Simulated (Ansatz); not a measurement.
The cluster CaCl₂ was relaxed with r2SCAN-D4 (def2-TZVP) in Ansatz in these states: neutral quintet, neutral singlet, neutral triplet. The geometries follow in no particular order.

A:

```xyz
3

Ca   -0.115    0.187    0.608
Cl    0.239    2.861   -1.176
Cl   -0.123   -3.048    0.568
```

B:

```xyz
3

Ca    0.036    0.002    0.057
Cl   -1.634   -1.797    1.045
Cl    1.598    1.795   -1.102
```

C:

Cartesian coordinates in Å:
```
Ca 0.063 -0.012 0.002
Cl 0.146 0.595 -2.382
Cl -0.209 -0.583 2.380
```

Q: Judge from the bond lengths which geometry belongs to which state (an estimate).

A: A is the neutral quintet (Ca1–Cl3 3.235 Å, Ca1–Cl2 3.235 Å); B is the neutral triplet (Ca1–Cl3 2.645 Å, Ca1–Cl2 2.646 Å); C is the neutral singlet (Ca1–Cl3 2.461 Å, Ca1–Cl2 2.461 Å).

At r2SCAN-D4/def2-TZVP the gap within one spin of the charge 0 triplet nearly closes, so an electron or hole may be smeared out by delocalisation error. At PBE0-D4/def2-TZVP a singlet lies 10.67 eV below the neutral quintet. At PBE0-D4/def2-TZVP a singlet lies 4.78 eV below the neutral triplet. These are the stationary points nearest to one start from a short search; other shapes may lie lower in each state.
